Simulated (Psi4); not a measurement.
Pair of molecules, SMILES F with SMILES CC(C)=O (the first has 2 atoms); geometry from B3LYP-D3(BJ)/def2-TZVP, rigid monomers moved along the line of their centres of mass till H2···O6 is 1.87 Å.
(charge 0, multiplicity 1):
```xyz
12

F      0.548    -0.266     0.370
H     -0.028    -0.299     1.130
C      1.275     0.040     3.795
C     -0.209    -0.202     3.822
C     -0.874    -0.274     5.169
O     -0.864    -0.335     2.802
H      1.466     1.070     4.111
H      1.781    -0.609     4.511
H      1.677    -0.106     2.795
H     -1.955    -0.291     5.060
H     -0.546    -1.183     5.680
H     -0.567     0.568     5.795
```

Computed with SAPT0/jun-cc-pV(D+d)Z (Psi4).

Problem. Give the four SAPT terms and the total, and say what mostly holds the pair together.

Solution. electrostatics -577.5, exchange 346.4, induction -179.5, dispersion -76.5, total -487.2 meV; the largest attraction is electrostatics.
